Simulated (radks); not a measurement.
Task: These are the eigenvalues of the occupied orbitals of an atom or ion with whole-number occupations (hartree). Calculated with a radial shooting solver on a logarithmic mesh with Libxc functionals: scalar-relativistic Kohn-Sham, r2SCAN, spin-polarised, spherical densities, finite nucleus; meta-GGA in the generalised Kohn-Sham scheme; Fermi nuclear charge, rms radius of each element as measured or else 0.836 A^(1/3) + 0.57 fm.

| orbital | eigenvalue |
|---|---|
| 1s up | -4.41332 |
| 1s down | -4.39861 |
| 2s up | -0.53730 |

Which element is it, and in what charge state? The configuration may be excited. Open shells, if any, are filled with parallel spins first.

Result: Z = 4, beryllium, charge +1: Be+ in [He] 2s1. The list shows which subshells hold electrons but not how many an open one holds; the 1s level, -4.4133 hartree, gives Z - s = 3.0 by -(Z - s)^2/2, which with screening and relativity narrows Z to a few neighbours, and the depths of the outer levels then fix element, charge and occupations together.
